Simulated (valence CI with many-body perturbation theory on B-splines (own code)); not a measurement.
## Level structure of Mo XXXVII

Calculated by configuration interaction combined with many-body perturbation theory (CI+MBPT): four valence electrons over a frozen Dirac-Fock core [He], radial functions for each j: 11 s, 11 p, 10 d, 8 f, 5 g, 2 h, with the one-electron correlation potential Σ1, the two-electron term Σ2, the three-electron term Σ3, Breit, model QED; selected CI, second order for the rest, scaled by the run's own slope (own B-spline code, finite nucleus).

The last digits are not significant, and no measured levels were compared; by estimate large intervals hold to a few tenths of a per cent, small ones and those within an open d or f shell to about a per cent. Among the levels kept, up to 970 cm⁻¹ of a level comes from second order outside the variational space, and about a tenth of that is noise between levels of different J, which matters for small intervals.

Levels 181 to 200 of 200, with energies above the lowest level, (2s^2 2p1/2^2) J=0. "Leading %" is the weight of the configuration and term that name the level; weights of strongly mixed levels are sums over their largest components and can fall short. In the jj column 3d3/2^4 stands for four electrons in 3d with j = 3/2. Lifetimes count E1, E2, E3, M1 and M2 decay at the calculated energies, and are blank where another channel may lead or the interval is too uncertain; long ones can be off by a factor of two.

| No. | Configuration | Term | J | E (× 10³ cm⁻¹) | Leading % | Second component | g | Lifetime | Leading jj |
| --- | --- | --- | --- | --- | --- | --- | --- | --- | --- |
| 181 | 2p3 3p | 3F | 2 | 27395 | 31 | 20 % 2p3 3p 3P | 1.188 | 33.2 fs | 2p1/2 2p3/2^2 3p1/2 (91 %) |
| 182 | 2p3 3s | 3P° | 0 | 27403 | 98 |  |  | 87.6 fs | 2p1/2 2p3/2^2 3s (98 %) |
| 183 | 2s 2p2 3d | 1D | 2 | 27446 | 57 | 19 % 2s 2p2 3d 3P | 1.090 | 3.81 fs | 2s 2p3/2^2 3d5/2 (74 %) |
| 184 | 2p3 3s | 3P° | 1 | 27448 | 49 | 23 % 2p3 3s 1P° | 1.219 | 43.6 fs | 2p1/2 2p3/2^2 3s (72 %) |
| 185 | 2p3 3p | 3F | 3 | 27493 | 41 | 27 % 2p3 3p 1F | 1.113 | 48.1 fs | 2p1/2 2p3/2^2 3p1/2 (94 %) |
| 186 | 2p3 3p | 5P | 3 | 27621 | 47 | 24 % 2p3 3p 3F | 1.354 | 29.0 fs | 2p1/2 2p3/2^2 3p3/2 (96 %) |
| 187 | 2p3 3p | 3P | 2 | 27625 | 38 | 29 % 2p3 3p 3D | 1.399 | 25.7 fs | 2p1/2 2p3/2^2 3p3/2 (97 %) |
| 188 | 2p3 3p | 3P | 2 | 27634 | 58 | 20 % 2p3 3p 1D | 1.333 | 20.8 fs | 2p1/2 2p3/2^2 3p1/2 (95 %) |
| 189 | 2p3 3p | 3P | 0 | 27635 | 96 |  |  | 23.1 fs | 2p1/2 2p3/2^2 3p3/2 (94 %) |
| 190 | 2p3 3p | 3D | 1 | 27667 | 51 | 34 % 2p3 3p 1P | 0.831 | 29.5 fs | 2p1/2 2p3/2^2 3p3/2 (52 %) |
| 191 | 2p3 3p | 3D | 3 | 27746 | 66 | 29 % 2p3 3p 1F | 1.216 | 28.9 fs | 2p1/2 2p3/2^2 3p3/2 (98 %) |
| 192 | 2p3 3p | 3F | 4 | 27752 | 98 |  | 1.241 | 32.0 fs | 2p1/2 2p3/2^2 3p3/2 (98 %) |
| 193 | 2p3 3p | 3D | 1 | 27759 | 51 | 32 % 2p3 3p 1P | 0.833 | 26.6 fs | 2p1/2 2p3/2^2 3p1/2 (50 %) |
| 194 | 2p3 3p | 3P | 1 | 27860 | 72 | 20 % 2p3 3p 1P | 1.408 | 25.5 fs | 2p1/2 2p3/2^2 3p3/2 (96 %) |
| 195 | 2p3 3p | 3P | 0 | 27903 | 64 | 34 % 2p3 3p 1S |  | 20.5 fs | 2p1/2 2p3/2^2 3p1/2 (95 %) |
| 196 | 2p3 3p | 1D | 2 | 27934 | 53 | 28 % 2p3 3p 3P | 1.153 | 27.7 fs | 2p1/2 2p3/2^2 3p3/2 (97 %) |
| 197 | 2p3 3d | 3D° | 1 | 27957 | 50 | 35 % 2p3 3d 5D° | 0.932 | 57.2 fs | 2p1/2 2p3/2^2 3d3/2 (94 %) |
| 198 | 2p3 3d | 3F° | 2 | 27964 | 41 | 33 % 2p3 3d 5D° | 1.065 | 55.7 fs | 2p1/2 2p3/2^2 3d3/2 (94 %) |
| 199 | 2p3 3d | 5D° | 0 | 27972 | 44 | 38 % 2p3 3d 1S° |  | 68.6 fs | 2p1/2 2p3/2^2 3d3/2 (91 %) |
| 200 | 2p3 3d | 3F° | 3 | 27994 | 35 | 33 % 2p3 3d 5D° | 1.149 | 39.4 fs | 2p1/2 2p3/2^2 3d3/2 (76 %) |

Where two levels of one J and parity lie close, their mixing, g and order are uncertain.
